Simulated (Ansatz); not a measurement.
Gas-phase electronic energies from Ansatz, PBE0-D4/def2-TZVP geometries. CBS: MP2 limit from def2 TZ/QZ plus the TZ coupled-cluster correction, frozen cores. This one scheme is used for every species. DFT in def2-TZVPP. B3LYP here is the variant with VWN-RPA as its local correlation; programs differ in this. Each species was taken in one conformer, which may not be the lowest.

Consider the formal hydrolysis of a C–B bond: `FBC1N[SiH2]1` + H₂O → `OC1N[SiH2]1` + `BF`.

```csv
level,ΔE (kJ/mol),difference from CCSD(T)/CBS
PBE-D4,113.6,-4.8
r2SCAN-D4,116.5,-1.9
B3LYP-D4,108.5,-9.9
ωB97M-V,111.1,-7.3
B2PLYP,109.1,-9.3
PBE,110.9,-7.5
r2SCAN,115.8,-2.6
PBE0,112.8,-5.6
B3LYP,104.3,-14.1
HF/def2-TZVPP,95.1,-23.3
SCS-MP2/def2-TZVPP,111.2,-7.2
CCSD/def2-TZVPP,111.3,-7.1
CCSD(T)/def2-TZVPP,113.3,-5.1
SCS-MP2/def2-QZVPP,114.3,-4.1
HF/CBS(def2),95.6,-22.8
CCSD/CBS(def2),116.4,-2.0
CCSD(T)/CBS,118.4,0
```

Largest T1 diagnostic among the species: 0.013.

In def2-TZVPP, CCSD(T) changes the Hartree–Fock value by +18.2 kJ/mol (the triples alone add +2.1 kJ/mol) and MP2 by +25.2 kJ/mol. The D4 term adds +4.3 kJ/mol with B3LYP and +2.4 kJ/mol with PBE0; it sums over pairs of atoms, weighted by their polarisabilities, and B3LYP, whose exchange is more repulsive, gets the larger term.
